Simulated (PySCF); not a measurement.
Input file for PySCF: D3(BJ) and D4 dispersion corrections on H4OSiSn (SMILES [OH][Sn][SiH3]), a point of a torsion scan.

```python
from pyscf import gto
from pyscf.dispersion import dftd3, dftd4

mol = gto.M(
    atom='''
    O     2.45926851   -0.07342895   -0.34141049
    Sn    0.85658087   -1.24377510    0.05887946
    Si    0.63350507   -0.52371994    2.58341627
    H     2.72118687    0.76128899    0.03676811
    H     0.63228807    0.94020182    2.82133448
    H    -0.52361508   -0.96706249    3.38897875
    H     1.77837446   -0.97718646    3.40781357
    ''',
    basis='def2-svp',
    charge=0, spin=0, verbose=0, max_memory=1800)
d3, d4 = {}, {}
for xc in ['hf', 'pbe', 'blyp', 'revpbe', 'tpss', 'r2scan', 'b3lyp', 'pbe0', 'bhlyp', 'camb3lyp', 'b2plyp']:
    d3[xc] = float(dftd3.DFTD3Dispersion(mol, xc=xc, version='d3bj', atm=False).get_dispersion()['energy'])
    print(f'D3(BJ) {xc:10s} {d3[xc]:14.8f} Eh')
for xc in ['hf', 'pbe', 'blyp', 'revpbe', 'tpss', 'r2scan', 'b3lyp', 'pbe0', 'bhlyp', 'camb3lyp', 'b2plyp']:
    d4[xc] = float(dftd4.DFTD4Dispersion(mol, xc={'camb3lyp': 'cam-b3lyp'}.get(xc, xc), atm=True).get_dispersion()['energy'])
    print(f'D4     {xc:10s} {d4[xc]:14.8f} Eh')
```

It printed:

```
D3(BJ) hf            -0.04204990 Eh
D3(BJ) pbe           -0.00518059 Eh
D3(BJ) blyp          -0.01206373 Eh
D3(BJ) revpbe        -0.01199652 Eh
D3(BJ) tpss          -0.00689166 Eh
D3(BJ) r2scan        -0.00145352 Eh
D3(BJ) b3lyp         -0.01015006 Eh
D3(BJ) pbe0          -0.00486356 Eh
D3(BJ) bhlyp         -0.00915560 Eh
D3(BJ) camb3lyp      -0.00506652 Eh
D3(BJ) b2plyp        -0.00542306 Eh
D4     hf            -0.01703060 Eh
D4     pbe           -0.00538855 Eh
D4     blyp          -0.01144607 Eh
D4     revpbe        -0.01354280 Eh
D4     tpss          -0.00719636 Eh
D4     r2scan        -0.00120363 Eh
D4     b3lyp         -0.00884099 Eh
D4     pbe0          -0.00460424 Eh
D4     bhlyp         -0.00811421 Eh
D4     camb3lyp      -0.00480474 Eh
D4     b2plyp        -0.00372225 Eh
```

The run finished.

Cost: roughly 0.020 core-seconds.
